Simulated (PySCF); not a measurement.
WH4, SMILES [WH4] (connectivity only; charge and spin as stated), neutral, multiplicity 3. Atoms are numbered in the order given.

```xyz
5

W      0.0000     0.0000     0.0000
H      0.9842     0.9842     0.9842
H     -0.9842     0.9842    -0.9842
H     -0.9842    -0.9842     0.9842
H      0.9842    -0.9842    -0.9842
```
Charge 0, spin multiplicity 3.

The structure is a stationary point at PBE0-D3(BJ)/def2-TZVPD. The multiplicity is an assumed one; other spin states were not compared. The def2 effective core potentials stand for the cores of W; spin–orbit coupling is left out.

Method: PySCF with r2SCAN/def2-TZVPD.

### Question
Estimate the frontier levels, dipole moment and polarisability. (An estimate is asked for; the answer gives what the named calculation found.)

### Answer

The α spin, highest occupied and lowest empty level comes out as -5.76 and -2.69 eV and the β spin, highest occupied and lowest empty level comes out as -8.10 and -2.68 eV. The dipole moment is 0.00 D and the quadrupole, principal values (traceless, Buckingham form, about the centre of nuclear charge) comes out as 0.00, 0.00, 0.00 D·Å. The mean static polarisability is 50.9 bohr³ (7.55 Å³). The polarisability, principal values is 50.9, 50.9, 50.9 bohr³. The ⟨S²⟩ is 2.023 (pure state 2.00).
